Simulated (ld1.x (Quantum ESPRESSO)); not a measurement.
**u(r) = r·R(r): atom against pseudo-atom (Ge)**

Columns: radius, all-electron u(r) and pseudo u(r) of the 4p shell (level -4.23 eV) of germanium in the configuration [Ar] 3d10 4s1.75 4p2.25; LDA (PZ), scalar-relativistic, PAW scheme, ld1.x (Quantum ESPRESSO) 7.5.

| r (bohr) | all-electron | pseudo |
| --- | --- | --- |
| 0.115 | 0.1520 | 0.0065 |
| 0.230 | -0.0098 | 0.0255 |
| 0.345 | -0.1907 | 0.0562 |
| 0.460 | -0.2540 | 0.0968 |
| 0.575 | -0.2185 | 0.1454 |
| 0.690 | -0.1282 | 0.1995 |
| 0.805 | -0.0161 | 0.2566 |
| 0.920 | 0.0986 | 0.3143 |
| 1.035 | 0.2057 | 0.3702 |
| 1.150 | 0.3006 | 0.4225 |
| 1.265 | 0.3816 | 0.4696 |
| 1.380 | 0.4487 | 0.5106 |
| 1.495 | 0.5028 | 0.5448 |
| 1.610 | 0.5451 | 0.5723 |
| 1.725 | 0.5770 | 0.5933 |
| 1.840 | 0.5997 | 0.6085 |
| 1.955 | 0.6145 | 0.6185 |
| 2.070 | 0.6226 | 0.6239 |
| 2.185 | 0.6250 | 0.6252 |
| 2.300 | 0.6228 | 0.6228 |
| 2.415 | 0.6165 | 0.6165 |
| 2.530 | 0.6071 | 0.6071 |
| 2.645 | 0.5951 | 0.5951 |
| 2.760 | 0.5810 | 0.5810 |
| 2.875 | 0.5653 | 0.5653 |
| 2.990 | 0.5483 | 0.5483 |

How many radial nodes do the two functions have?

The all-electron 4p function has n − l − 1 = 2; the pseudo-wave has 0, since the states of the same l below it are removed with the core.

At about which radius was the pseudo-wave matched?

2.30 bohr, where the columns begin to agree (steps of 0.12 bohr).

Where does each function peak?

Outermost all-electron maximum near 2.19 bohr, pseudo maximum near 2.19 bohr (to the table’s step).

Is the pseudo-wave norm-conserving?

No, it belongs to a PAW set: the norm inside the radius is not constrained, and the difference is carried by the augmentation charge.
